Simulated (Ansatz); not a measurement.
Stretching the Al1–H2 bond in AlH2I (SMILES [AlH2][I]) (multiplicity 1 held, fragments rigid). Energies count from the point at 1.571 Å.
Geometry at that point (charge 0, multiplicity 1):
```xyz
4

Al    -1.0295    -1.5930     0.2675
H     -0.5193    -2.6238     1.3372
H     -2.3270    -1.7805    -0.5976
I      0.3062     0.4738    -0.0796
```

Signs of static correlation in def2-SVP, with CASSCF(2,2), from Ansatz (a first-principles code) runs.

| R (Å) | T1 of restricted CCSD | ⟨S²⟩ of UHF | largest double amplitude of restricted CCSD | weight of the CASSCF reference in MRCISD | CASSCF natural occupations |
|---|---|---|---|---|---|
| 1.257 | 0.011 | 0.000 | 0.031 | 0.917 | 1.99 0.01 |
| 1.414 | 0.011 | 0.000 | 0.031 | 0.917 | 1.98 0.02 |
| 1.571 | 0.011 | 0.000 | 0.031 | 0.917 | 1.98 0.02 |
| 1.728 | 0.012 | 0.000 | 0.033 | 0.917 | 1.97 0.03 |
| 1.885 | 0.012 | 0.000 | 0.040 | 0.917 | 1.96 0.04 |
| 2.120 | 0.014 | 0.000 | 0.054 | 0.917 | 1.93 0.07 |
| 2.356 | 0.017 | 0.214 | 0.135 | 0.917 | 1.89 0.11 |
| 2.749 | 0.026 | 0.705 | 0.272 | 0.916 | 1.77 0.23 |
| 3.141 | [?] | 0.890 | 0.415 | 0.916 | 1.60 0.40 |
| 3.613 | [?] | 0.969 | 0.595 | 0.916 | 1.39 0.61 |
| 4.241 | 0.075 | 0.998 | 0.791 | 0.915 | 1.19 0.81 |
| 5.026 | 0.083 | 1.004 | 0.923 | 0.915 | 1.07 0.93 |

Problem. Some entries are withheld; supply them.

Solution. 
- 3.141, T1 of restricted CCSD: 0.040
- 3.613, T1 of restricted CCSD: 0.058

Doubts at one or more of the structures used: a restricted determinant that unrestricted orbitals would lower (R-CCSD(T)/def2-SVP); other coupled-cluster roots lie near (R-CCSD(T)/def2-SVP); T1 above 0.05 (R-CCSD(T)/def2-SVP, U-CCSD(T)/def2-SVP); a spin-contaminated determinant (U-CCSD(T)/def2-SVP).
